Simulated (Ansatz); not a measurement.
Job for Ansatz (a program for electronic structure): U-CCSD(T)/cc-pV(D+d)Z on SiCl, 2S+1 = 2, a point of a bond scan (R = 5.626 Å). Files ending in .json are basis or fitting sets from the Basis Set Exchange.

Ansatz 0.2 input:
```yaml
crystal:
  periodic: [false, false, false]
  atoms:
    - {symbol: Si, position_ang: [-0.00000000, -0.00000000, -1.14267630]}
    - {symbol: Cl, position_ang: [0.00000000, 0.00000000, 4.48332407]}
basis:
  gaussian:
    orbitals: cc-pV_D+d_Z.json
magnetization: {spin_polarized: true, initial_magnetization: 1}
correlation: {method: ccsd_t, electrons: outside_noble_gas}
scf: {omitted_lower_state_checks: [cluster_reference]}
```

Q: Give the final energy of this run.

A: -748.5207 hartree (reference determinant -748.3218, T1 diagnostic 0.008). Its determinant has ⟨S²⟩ = 1.77, a mixture of spin states.
